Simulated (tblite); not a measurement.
Run record: tight-binding relaxation, `C=CC[Si@@H](CC#N)[SiH2]N`.

Computed with GFN2-xTB geometry optimisation, gas phase (tblite 0.8.0). Start geometry: from a force field or distance geometry. A driver script takes a list of jobs; this job's settings line and coordinates (Å) are shown.

Command:
```bash
OMP_NUM_THREADS=1 python probes_run.py task.json out
```

Input:
```
{"job": {"kind": "relax", "xc": "GFN2-xTB", "basis": "xTB"}, "charge": 0, "multiplicity": 1}
C      3.031300     1.259100    -1.233600
C      2.527600     0.044200    -0.998400
C      1.125900    -0.373900    -1.288100
Si     0.079400    -0.729700     0.222900
C     -0.021100     0.734100     1.378800
C     -0.634100     1.905400     0.728900
N     -1.124600     2.821100     0.210100
Si    -2.054400    -1.255300    -0.469400
N     -3.205400    -1.140300     0.775800
H      4.055100     1.498500    -1.007100
H      2.409100     2.049900    -1.663300
H      3.194000    -0.721100    -0.572800
H      1.145500    -1.262900    -1.915200
H      0.621000     0.406600    -1.884400
H      0.674600    -1.876700     0.976100
H     -0.598100     0.469100     2.276900
H      0.988000     0.997300     1.721000
H     -2.132800    -2.653100    -0.979000
H     -2.524000    -0.329800    -1.519600
H     -3.520800    -0.169300     0.861200
H     -4.045400    -1.656200     0.513700
```

Output:
```
step      E/eV     max force
  0    -708.56951    2.176
  1    -708.67394    4.229
  2    -708.67462    3.527
  3    -708.76371    0.546
  4    -708.78142    0.483
  5    -708.81320    0.983
  6    -708.85755    0.565
  7    -708.87181    0.316
  8    -708.88714    0.415
  9    -708.89894    0.435
... (189 lines left out)
199    -709.01673    0.029
200    -709.01682    0.025
201    -709.01689    0.026
202    -709.01696    0.023
203    -709.01701    0.016
204    -709.01707    0.018
205    -709.01712    0.012
206    -709.01716    0.011
207    -709.01718    0.010
208    -709.01720    0.008
```

«max force» is the largest atomic force in eV/Å.

Task: From which step on does the largest force stay under 0.1 eV/Å, and how much energy is left to gain from there?

Result: From step 112 (0.080 eV/Å), 14.1 meV above the end.

In short: energy lowered by 10.3 kcal/mol over 208 steps; largest atomic force 0.008 eV/Å at the end.

Task: Give the final coordinates.

Result: 0.556 Å rms from the input after alignment:
```
atom  x, y, z in Å
C1     2.8731    1.3456   -0.8795
C2     2.4518    0.1059   -1.0607
C3     1.0640   -0.2649   -1.4440
Si4    0.0680   -0.9013    0.0703
C5     0.0955    0.5760    1.3260
C6    -0.7141    1.6385    0.8393
N7    -1.3914    2.4569    0.4078
Si8   -2.0866   -1.5406   -0.4834
N9    -3.1249   -0.5606    0.4770
H10    3.8832    1.5707   -0.5817
H11    2.2216    2.1906   -1.0354
H12    3.1248   -0.7255   -0.8931
H13    1.0878   -1.0433   -2.2073
H14    0.5524    0.6010   -1.8678
H15    0.9044   -1.9134    0.7484
H16   -0.2930    0.2578    2.2935
H17    1.1154    0.9395    1.4606
H18   -2.4167   -2.9094   -0.0738
H19   -2.3192   -1.4778   -1.9408
H20   -2.9948    0.4399    0.4747
H21   -4.1102   -0.7688    0.5042
```

Time: 3.5 s wall. Hardware: one thread, Arm Neoverse N1 (aarch64), no GPU, shared host with 64 logical CPUs at a one-minute load of 49.
Labels such as C1 count atoms from 1, the log's own numbers from 0.
